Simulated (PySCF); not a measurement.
Ta(F)4(SH) (F4HSTa), SMILES [F][Ta]([F])([F])([F])[SH], multiplicity 1. Coordinates come from a B3LYP-D3(BJ)/def2-SVP optimisation. The multiplicity is an assumed one; no other spin state was optimised. The structure was generated by enumeration; whether it is a known compound was not checked. The def2 effective core potentials stand for the cores of Ta; spin–orbit coupling is left out. One conformer was computed; it need not be the lowest.

The numbers are results of B3LYP-D3(BJ)/def2-SVP in PySCF, not measurements.

Harmonic wavenumbers (cm⁻¹): 94, 115, 173, 180, 189, 241, 247, 354, 382, 657, 676, 696, 709, 714, 2673. Rotational constants (GHz): 2.104, 1.608, 1.454; symmetry number 1.

### Question
Work out the zero-point energy and the ideal-gas rigid-rotor harmonic-oscillator thermochemistry at 298.15 K and 1 atm.

### Answer
ZPE = ½ Σ hcν = ½ × 8100 cm⁻¹ = 48.45 kJ/mol. H − E(el) = 72.77 kJ/mol. Entropy in J/(mol K): translation 179.46, rotation 119.54, vibration 88.05, total 387.04. G − E(el) = -42.63 kJ/mol. Cp = 118.41 J/(mol K). Modes under 150 cm⁻¹ make the vibrational entropy uncertain.
